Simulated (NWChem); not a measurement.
System: 1,3-disilacyclobutane (C2H8Si2); SMILES C1[SiH2]C[SiH2]1

NWChem input:

```
start job
memory heap 200 mb stack 900 mb global 1100 mb
geometry units angstroms noautosym nocenter noautoz
  C      1.358884     0.000000     0.155872
  Si    -0.000000     1.315158    -0.078992
  C     -1.358883    -0.000000     0.155879
  Si    -0.000000    -1.315158    -0.078992
  H      1.745514     0.000000     1.188878
  H      2.214933    -0.000000    -0.533524
  H      0.000003     2.446158     0.901957
  H     -0.000005     1.881669    -1.463542
  H     -1.745513     0.000000     1.188885
  H     -2.214932    -0.000000    -0.533518
  H      0.000003    -2.446158     0.901957
  H     -0.000005    -1.881669    -1.463542
end
basis spherical
  C library 6-31g*
  Si library 6-31g*
  H library 6-31g*
end
dft
  xc hfexch
  iterations 150
  mulliken
end
task dft energy
esp
  recalculate
  probe 0.07
  range 0.3
  factor 1.0
  spacing 0.02
end
task esp
```

Parts of the log:

```
             Northwest Computational Chemistry Package (NWChem) 7.3.0
             --------------------------------------------------------

                             Geometry "geometry" -> ""
                             -------------------------

 Output coordinates in angstroms (scale by  1.889725989 to convert to a.u.)

  No.       Tag          Charge          X              Y              Z
 ---- ---------------- ---------- -------------- -------------- --------------
    1 C                    6.0000     1.35888400     0.00000000     0.15587200
    2 Si                  14.0000     0.00000000     1.31515800    -0.07899200
    3 C                    6.0000    -1.35888300     0.00000000     0.15587900
    4 Si                  14.0000     0.00000000    -1.31515800    -0.07899200
    5 H                    1.0000     1.74551400     0.00000000     1.18887800
    6 H                    1.0000     2.21493300     0.00000000    -0.53352400
    7 H                    1.0000     0.00000300     2.44615800     0.90195700
    8 H                    1.0000    -0.00000500     1.88166900    -1.46354200
    9 H                    1.0000    -1.74551300     0.00000000     1.18888500
   10 H                    1.0000    -2.21493200     0.00000000    -0.53351800
   11 H                    1.0000     0.00000300    -2.44615800     0.90195700
   12 H                    1.0000    -0.00000500    -1.88166900    -1.46354200

 Effective nuclear repulsion energy (a.u.)     219.3278188609

  xc_inp: hfexch multiplicative factor not found.

                                 NWChem DFT Module
                                 -----------------

 Summary of "ao basis" -> "ao basis" (spherical)
 ------------------------------------------------------------------------------
       Tag                 Description            Shells   Functions and Types
 ---------------- ------------------------------  ------  ---------------------
 C                           6-31g*                  6       14   3s2p1d
 Si                          6-31g*                  8       18   4s3p1d
 H                           6-31g*                  2        2   2s

            General Information
            -------------------
          SCF calculation type: DFT
          Wavefunction type:  closed shell.
          No. of atoms     :    12
          No. of electrons :    48
           Alpha electrons :    24
            Beta electrons :    24
          Charge           :     0
          Spin multiplicity:     1
          Use of symmetry is: off; symmetry adaption is: off
          Maximum number of iterations: 150
          AO basis - number of functions:    80
                     number of shells:    44
          Convergence on energy requested:  1.00D-06
          Convergence on density requested:  1.00D-05
          Convergence on gradient requested:  5.00D-04

              XC Information
              --------------
                     Hartree-Fock (Exact) Exchange  1.000

      Superposition of Atomic Density Guess
      -------------------------------------

 Sum of atomic energies:        -656.94098365

      Non-variational initial energy
      ------------------------------

 Total energy =    -659.135140
 1-e energy   =   -1342.306860
 2-e energy   =     463.843901
 HOMO         =      -0.312494
 LUMO         =       0.032183

     ---------------------------------------------
      Total Density - Mulliken Population Analysis
     ---------------------------------------------

[...]

                     NWChem Electrostatic Potential Fit Module
                     -----------------------------------------

 Atom parameters

 Number of atoms is                                   12
 Number of basis functions is                         80

 Grid parameters

 Maximum number of grid points is                  48686
 Number of grid points is                          48685
 Grid range                                     0.300000 nm
 Grid spacing                                   0.020000 nm
 Probe radius                                   0.070000 nm
 Atom radius factor                             1.000000

 Atomic radii

    1    0.100000
    6    0.147000
   14    0.187000
 FASTESP  F
  using M.O. file = ./job.movecs

    Atom              Coordinates                           Charge

                                                  ESP

    1 C     0.135888    0.000000    0.015587   -0.400380
    2 Si    0.000000    0.131516   -0.007899    0.606832
    3 C    -0.135888    0.000000    0.015588   -0.402336
    4 Si    0.000000   -0.131516   -0.007899    0.597775
    5 H     0.174551    0.000000    0.118888    0.079576
    6 H     0.221493    0.000000   -0.053352    0.058780
    7 H     0.000000    0.244616    0.090196   -0.174632
    8 H    -0.000001    0.188167   -0.146354   -0.168289
    9 H    -0.174551    0.000000    0.118889    0.079930
   10 H    -0.221493    0.000000   -0.053352    0.059613
   11 H     0.000000   -0.244616    0.090196   -0.171100
   12 H    -0.000001   -0.188167   -0.146354   -0.165769
                                            ------------
                                                0.000000

 Dipole moment                                  0.157367

 Quadrupole moment Qxx                          3.876584
                   Qyy                         -4.185422
                   Qzz                          0.308838

 RMS deviation kJ/mol                           0.055198

 RRMS %                                        61.459329
```

Level: Hartree-Fock/6-31G* (spherical d). Structure relaxed at the PBE0/def2-SVP level.
